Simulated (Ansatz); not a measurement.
A single point on BFH₅NSi, SMILES `NB(F)[SiH3]`.

```yaml
crystal:
  periodic: [false, false, false]
  atoms:
    - {symbol: N, position_ang: [0.573750, 1.486291, -0.437476]}
    - {symbol: B, position_ang: [0.625213, 0.096376, -0.469445]}
    - {symbol: F, position_ang: [1.592837, -0.476349, -1.204614]}
    - {symbol: Si, position_ang: [-0.693105, -1.074014, 0.538471]}
    - {symbol: H, position_ang: [1.228100, 2.065449, -0.940358]}
    - {symbol: H, position_ang: [-0.115755, 1.994775, 0.086309]}
    - {symbol: H, position_ang: [-1.468532, -1.934978, -0.396991]}
    - {symbol: H, position_ang: [0.008292, -1.965654, 1.502935]}
    - {symbol: H, position_ang: [-1.662199, -0.238096, 1.304169]}
basis:
  gaussian: {orbitals: def2-TZVPP}
hamiltonian: {xc: pbe}
correlation: {method: rpa}
```

```sh
$ ansatz run in.yaml --threads 2 --pin off --events-out ev --progress --plain --max-ram 4352MiB
```

It prints (some lines left out):

```
Functional definition: PBE
1214 factors; integrals over basis functions are off by at most 1.3e-3 eV
mean field evaluation 1: about -12827.9616 eV, gradient 7.1e1 eV
mean field evaluation 2: about -12827.9549 eV, gradient 7.1e1 eV
mean field evaluation 4: about -12836.1452 eV, gradient 2.2e1 eV
mean field evaluation 8: about -12837.3628 eV, gradient 1.0e0 eV
mean field evaluation 16: about -12837.3647 eV, gradient 6.8e-5 eV
mean field -12837.36473730 eV, -471.7644526174 hartree, gradient 3.7e-6 eV, S^2 0.000000; 0 other end points of the search recorded, 0 dependent functions left out
8 core orbitals not correlated: weight in the atoms' cores, before any rotation towards them, 1.000 or more for the frozen orbitals, at most 0.000 for the correlated occupied ones
reference -12804.43053302 eV, -470.5541429339 hartree; 12, 12 occupied and 185, 185 virtual orbitals, 1214 factors
Total energy: -12835.50480357 eV, -471.6961013136 hartree
```

Hardware: 2 threads of an Arm Neoverse V2 on a shared host. Wall time 4.4 s, peak host memory 0.37 GiB.
